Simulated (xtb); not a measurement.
C4H4, SMILES C12C3C1C23. All values are semi-empirical tight-binding results from xtb (GFN2-xTB unless named), good for trends rather than for accurate numbers. Geometry: GFN2-xTB.

```yaml
point_group_as_xtb_finds_it: Td
orbital_gap: 9.08 eV
dipole_moment: 0.00 D
zero_point_energy: 37.9 kcal/mol
G − E(el) at 298.15 K (modified RRHO): 23.7 kcal/mol
static polarisability (D4 model): 36.0 bohr³
solvation energy, GFN2-xTB/ALPB(water): -0.4 kcal/mol
solvation energy, GFN2-xTB/ALPB(toluene): -2.5 kcal/mol
```

Computed IR lines (harmonic; lines under 4 % of the strongest left out, lines within 3 cm⁻¹ merged):
ν (cm⁻¹): 786 (vs), 1191 (m), 3291 (s) (against the strongest line: vs over 80 %, s over 45 %, m over 15 %, w over 4 %, vw less)
